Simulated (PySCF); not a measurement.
Isomers of C5H4NOP.

All values: PBE0/pcSseg-1 (PySCF) at GFN2-xTB geometries, gas phase, one conformer each.

Question: Rank by the highest IAO charge on any atom, highest value first.
A. `Cc1oc(C#N)cp1`
B. `[O:1]=[CH:2][c:3]1[cH:4][cH:5][n:6][cH:7][p:8]1` with O1–C2–C3–C4 0°
C. `[O:1]=[CH:2][c:3]1[cH:4][p:5][cH:6][cH:7][n:8]1` with O1–C2–C3–C4 0°
D. `CC1=CP=C(C#N)O1`
E. `[O:1]=[CH:2][c:3]1[n:4][cH:5][cH:6][cH:7][p:8]1` with O1–C2–C3–N4 180°

Answer: C (+0.447 e), E (+0.410 e), D (+0.380 e), B (+0.353 e), A (+0.292 e).

Question: Rank by HOMO–LUMO gap, highest first.
A. `Cc1oc(C#N)cp1`
B. `[O:1]=[CH:2][c:3]1[n:4][cH:5][cH:6][cH:7][p:8]1` with O1–C2–C3–N4 180°
C. `C(#N)c1oc(C)cp1`

Answer: A (5.51 eV), C (5.02 eV), B (4.49 eV).

All values together:

```json
{"SMILES": "O=Cc1cpccn1", "μ (D)": "3.09", "HOMO (eV)": "-7.63", "LUMO (eV)": "-2.70", "lowest IAO charge (e)": "-0.397 (C)", "highest IAO charge (e)": "+0.447 (P)", "lowest Hirshfeld charge (e)": "-0.211 (O)", "highest Hirshfeld charge (e)": "+0.152 (P)"}
{"SMILES": "Cc1oc(C#N)cp1", "μ (D)": "3.90", "HOMO (eV)": "-7.23", "LUMO (eV)": "-1.72", "lowest IAO charge (e)": "-0.434 (C)", "highest IAO charge (e)": "+0.292 (P)", "lowest Hirshfeld charge (e)": "-0.200 (N)", "highest Hirshfeld charge (e)": "+0.069 (C)"}
{"SMILES": "Cc1cpc(C#N)o1", "μ (D)": "5.64", "HOMO (eV)": "-7.27", "LUMO (eV)": "-2.24", "lowest IAO charge (e)": "-0.444 (C)", "highest IAO charge (e)": "+0.380 (P)", "lowest Hirshfeld charge (e)": "-0.204 (N)", "highest Hirshfeld charge (e)": "+0.110 (P)"}
{"SMILES": "O=Cc1ccpcn1", "μ (D)": "2.31", "HOMO (eV)": "-7.56", "LUMO (eV)": "-2.98", "lowest IAO charge (e)": "-0.387 (O)", "highest IAO charge (e)": "+0.373 (P)", "lowest Hirshfeld charge (e)": "-0.215 (O)", "highest Hirshfeld charge (e)": "+0.126 (P)"}
{"SMILES": "O=Cc1ccncp1", "μ (D)": "1.28", "HOMO (eV)": "-7.58", "LUMO (eV)": "-2.98", "lowest IAO charge (e)": "-0.380 (O)", "highest IAO charge (e)": "+0.353 (P)", "lowest Hirshfeld charge (e)": "-0.210 (O)", "highest Hirshfeld charge (e)": "+0.122 (P)"}
{"SMILES": "O=Cc1ncccp1", "μ (D)": "4.17", "HOMO (eV)": "-7.28", "LUMO (eV)": "-2.79", "lowest IAO charge (e)": "-0.386 (O)", "highest IAO charge (e)": "+0.410 (P)", "lowest Hirshfeld charge (e)": "-0.217 (O)", "highest Hirshfeld charge (e)": "+0.139 (P)"}
```

Conformers: `[O:1]=[CH:2][c:3]1[cH:4][p:5][cH:6][cH:7][n:8]1` with O1–C2–C3–C4 0°; `[O:1]=[CH:2][c:3]1[cH:4][cH:5][p:6][cH:7][n:8]1` with O1–C2–C3–C4 0°; `[O:1]=[CH:2][c:3]1[cH:4][cH:5][n:6][cH:7][p:8]1` with O1–C2–C3–C4 0°; `[O:1]=[CH:2][c:3]1[n:4][cH:5][cH:6][cH:7][p:8]1` with O1–C2–C3–N4 180°.
